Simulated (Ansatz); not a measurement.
CH₃BSTe, SMILES `[TeH]B1CS1`, 7 atoms. Total charge 0; spin multiplicity 1. Correlated methods include outer-core shells of Te, which these sets cover unevenly. Te takes the def2 core potential. All runs use 2 threads of an Arm Neoverse V2 on a shared host. Correlated methods freeze the cores.

(1) How many basis functions does each run have, and how long does it take in Ansatz? RKS PBE0-D4/def2-TZVP relaxation (6 steps); RHF-MP2/def2-QZVPP energy; RKS PBE0-D4/def2-QZVPP energy; RKS r2SCAN-D4/def2-TZVPP energy and forces; RHF-CCSD(T)/def2-SVP energy; RKS BHLYP-D4/def2-TZVPP energy; RKS CAM-B3LYP-D4/def2-TZVPP energy; RKS B3LYP-D4/def2-TZVPP energy and forces; RKS PBE0-D4/def2-TZVP frequencies; direct RPA on PBE orbitals/def2-TZVPP energy; RHF-CCSD(T)/def2-TZVPP energy; RKS PBE0-D4/def2-SVP energy. (Best estimate.)

## Answers

(1) Computed: Other jobs shared the machine, so times are rough.

```json
{"level": "RKS PBE0-D4/def2-SVP", "job": "energy", "functions": "87", "wall time": "1.4 s", "peak host memory (GiB)": "0.17"}
{"level": "RKS CAM-B3LYP-D4/def2-TZVPP", "job": "energy", "functions": "196", "wall time": "3.4 s", "peak host memory (GiB)": "0.48"}
{"level": "RHF-CCSD(T)/def2-SVP", "job": "energy", "functions": "87", "wall time": "3.8 s", "peak host memory (GiB)": "0.3"}
{"level": "RKS BHLYP-D4/def2-TZVPP", "job": "energy", "functions": "196", "wall time": "4.2 s", "peak host memory (GiB)": "0.5"}
{"level": "RKS B3LYP-D4/def2-TZVPP", "job": "energy and forces", "functions": "196", "wall time": "4.8 s", "peak host memory (GiB)": "0.47"}
{"level": "direct RPA on PBE orbitals/def2-TZVPP", "job": "energy", "functions": "196", "wall time": "5.5 s", "peak host memory (GiB)": "0.41"}
{"level": "RKS r2SCAN-D4/def2-TZVPP", "job": "energy and forces", "functions": "196", "wall time": "5.5 s", "peak host memory (GiB)": "0.25"}
{"level": "RKS PBE0-D4/def2-QZVPP", "job": "energy", "functions": "356", "wall time": "7.5 s", "peak host memory (GiB)": "1"}
{"level": "RHF-MP2/def2-QZVPP", "job": "energy", "functions": "356", "wall time": "17 s", "peak host memory (GiB)": "1.5"}
{"level": "RKS PBE0-D4/def2-TZVP", "job": "relaxation (6 steps)", "functions": "167", "wall time": "26 s", "peak host memory (GiB)": "0.39"}
{"level": "RHF-CCSD(T)/def2-TZVPP", "job": "energy", "functions": "196", "wall time": "97 s", "peak host memory (GiB)": "2.5"}
{"level": "RKS PBE0-D4/def2-TZVP", "job": "frequencies", "functions": "167", "wall time": "110 s", "peak host memory (GiB)": "0.4"}
```

B3LYP here is the variant with VWN-RPA as its local correlation; programs differ in this.
